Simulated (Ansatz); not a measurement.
Input for Ansatz (a program for electronic structure): R-wB97M-V/def2-TZVPP on C2H5NO (SMILES C/C=N/O).

Ansatz 0.2 input:
```yaml
crystal:
  periodic: [false, false, false]
  atoms:
    - {symbol: C, position_ang: [-1.35442200, 0.03880312, -0.05617883]}
    - {symbol: C, position_ang: [0.08346417, 0.07472413, 0.33347318]}
    - {symbol: N, position_ang: [0.98355437, -0.16055676, -0.52636247]}
    - {symbol: O, position_ang: [2.26925528, -0.07811023, 0.03758146]}
    - {symbol: H, position_ang: [-1.45843404, -0.20369663, -1.11247027]}
    - {symbol: H, position_ang: [-1.89393900, -0.70591616, 0.53514870]}
    - {symbol: H, position_ang: [-1.82849806, 1.00508440, 0.13591768]}
    - {symbol: H, position_ang: [0.35642466, 0.30486904, 1.36430791]}
    - {symbol: H, position_ang: [2.84259463, -0.27520091, -0.71141740]}
basis:
  gaussian:
    orbitals: def2-TZVPP
hamiltonian:
  xc: {name: wB97M-V}
scf: {lower_state_search: off}
```

Task: What total energy does the run end on?

Result: -209.1394 hartree.
